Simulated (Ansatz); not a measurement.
Computed with B3LYP-D3(BJ)/def2-TZVP run with Ansatz (a first-principles code). No frequencies were computed at this level.

Ansatz 0.2 input:
```yaml
crystal:
  periodic: [false, false, false]
  atoms:
    - { symbol: B, position_ang: [1.195077, -0.058737, 0.037092] }
    - { symbol: Si, position_ang: [-0.756432, 0.050204, -0.034996] }
    - { symbol: H, position_ang: [1.858467, 0.873547, 0.283912] }
    - { symbol: H, position_ang: [1.758514, -1.069153, -0.142347] }
    - { symbol: H, position_ang: [-1.380973, -0.799671, -1.061546] }
    - { symbol: H, position_ang: [-1.367498, -0.376999, 1.236409] }
    - { symbol: H, position_ang: [-1.307594, 1.391007, -0.287058] }
basis:
  gaussian: { orbitals: def2-tzvp }
hamiltonian:
  xc: b3lyp
  dispersion: d3bj
relax:
  max_steps: 150
```

Output:

```
Functional definition: B3LYP
650 factors; their error is unknown
mean field evaluation 1: about -8633.9874 eV, gradient 1.9e1 eV
mean field evaluation 2: about -8634.7345 eV, gradient 1.3e1 eV
mean field evaluation 4: about -8635.2815 eV, gradient 3.7e-1 eV
mean field evaluation 8: about -8635.3027 eV, gradient 8.1e-3 eV
mean field -8635.30271007 eV, -317.3415213765 hartree, gradient 4.3e-5 eV, S^2 0.000000; 0 other end points of the search recorded, 0 dependent functions left out
reference -8635.30296028 eV, -317.3415305716 hartree; 12, 12 occupied and 86, 86 virtual orbitals, 650 factors
relax step   1: F+E_penalty+E_count = -8635.47528372 eV  Δ(F+E_penalty+E_count) = +0.000e0 eV  max|allowed force component| = 1.003e0 eV/Å  Δτ_max = 0.0000 Å  (25 SCF iters, accepted)
these checks for a lower state are left out or cut short: starts, cluster_reference, orbital_swaps, neighbouring_geometries, increment
650 factors; their error is unknown
mean field evaluation 16: about -8635.3628 eV, gradient 1.4e-1 eV
mean field -8635.36283365 eV, -317.3437308773 hartree, gradient 1.8e-5 eV, S^2 0.000000; 0 other end points of the search recorded, 0 dependent functions left out
reference -8635.36308553 eV, -317.3437401340 hartree; 12, 12 occupied and 86, 86 virtual orbitals, 650 factors
relax step   2: F+E_penalty+E_count = -8635.53511238 eV  Δ(F+E_penalty+E_count) = -5.983e-2 eV  max|allowed force component| = 2.473e-1 eV/Å  Δτ_max = 0.0571 Å  (27 SCF iters, accepted)
these checks for a lower state are left out or cut short: starts, cluster_reference, orbital_swaps, neighbouring_geometries, increment
650 factors; their error is unknown
mean field -8635.36795661 eV, -317.3439191429 hartree, gradient 1.8e-5 eV, S^2 0.000000; 0 other end points of the search recorded, 0 dependent functions left out
reference -8635.36820920 eV, -317.3439284253 hartree; 12, 12 occupied and 86, 86 virtual orbitals, 650 factors
relax step   3: F+E_penalty+E_count = -8635.53950122 eV  Δ(F+E_penalty+E_count) = -4.389e-3 eV  max|allowed force component| = 1.622e-1 eV/Å  Δτ_max = 0.0264 Å  (27 SCF iters, accepted)
these checks for a lower state are left out or cut short: starts, cluster_reference, orbital_swaps, neighbouring_geometries, increment
650 factors; their error is unknown
mean field evaluation 32: about -8635.3679 eV, gradient 1.0e-3 eV
mean field -8635.36788621 eV, -317.3439165556 hartree, gradient 1.8e-5 eV, S^2 0.000000; 0 other end points of the search recorded, 0 dependent functions left out
reference -8635.36813887 eV, -317.3439258409 hartree; 12, 12 occupied and 86, 86 virtual orbitals, 650 factors
relax step   4: F+E_penalty+E_count = -8635.53940439 eV  Δ(F+E_penalty+E_count) = +9.683e-5 eV  max|allowed force component| = 2.866e-1 eV/Å  Δτ_max = 0.0182 Å  (29 SCF iters, rejected (line search))
these checks for a lower state are left out or cut short: starts, cluster_reference, orbital_swaps, neighbouring_geometries, increment
650 factors; their error is unknown
mean field -8635.36924770 eV, -317.3439665894 hartree, gradient 1.8e-5 eV, S^2 0.000000; 0 other end points of the search recorded, 0 dependent functions left out
reference -8635.36950030 eV, -317.3439758722 hartree; 12, 12 occupied and 86, 86 virtual orbitals, 650 factors
relax step   5: F+E_penalty+E_count = -8635.54082254 eV  Δ(F+E_penalty+E_count) = -1.321e-3 eV  max|allowed force component| = 5.727e-2 eV/Å  Δτ_max = 0.0091 Å  (28 SCF iters, accepted)
these checks for a lower state are left out or cut short: starts, cluster_reference, orbital_swaps, neighbouring_geometries, increment
650 factors; their error is unknown
mean field -8635.36949540 eV, -317.3439756922 hartree, gradient 1.8e-5 eV, S^2 0.000000; 0 other end points of the search recorded, 0 dependent functions left out
reference -8635.36974808 eV, -317.3439849780 hartree; 12, 12 occupied and 86, 86 virtual orbitals, 650 factors
relax step   6: F+E_penalty+E_count = -8635.54110381 eV  Δ(F+E_penalty+E_count) = -2.813e-4 eV  max|allowed force component| = 2.731e-3 eV/Å  Δτ_max = 0.0164 Å  (28 SCF iters, accepted)
650 factors; their error is unknown
mean field -8635.36949540 eV, -317.3439756922 hartree, gradient 2.0e-5 eV, S^2 0.000000; 1 other end points of the search recorded, 0 dependent functions left out
reference -8635.36974808 eV, -317.3439849780 hartree; 12, 12 occupied and 86, 86 virtual orbitals, 650 factors
Total energy: -8635.54135649 eV, -317.3502914708 hartree
Atom 0 at     1.196899    -0.055353     0.034760 Å, force    -0.002045    -0.001468    -0.000941 eV/Å
Atom 1 at    -0.807184     0.063405    -0.064276 Å, force     0.002731     0.001073    -0.000858 eV/Å
Atom 2 at     1.868660     0.882058     0.332891 Å, force    -0.001058     0.001041     0.002271 eV/Å
Atom 3 at     1.754274    -1.091574    -0.153259 Å, force    -0.000265    -0.000691    -0.001378 eV/Å
Atom 4 at    -1.390718    -0.843231    -1.084576 Å, force     0.000444    -0.000868     0.000982 eV/Å
Atom 5 at    -1.303563    -0.380259     1.269881 Å, force     0.000786     0.000133     0.000751 eV/Å
Atom 6 at    -1.318807     1.435151    -0.303954 Å, force    -0.000594     0.000779    -0.000827 eV/Å
Dipole moment:     0.075469     0.002430    -0.014260 e Å
```

Cost: about 13 core-seconds (a rough figure).
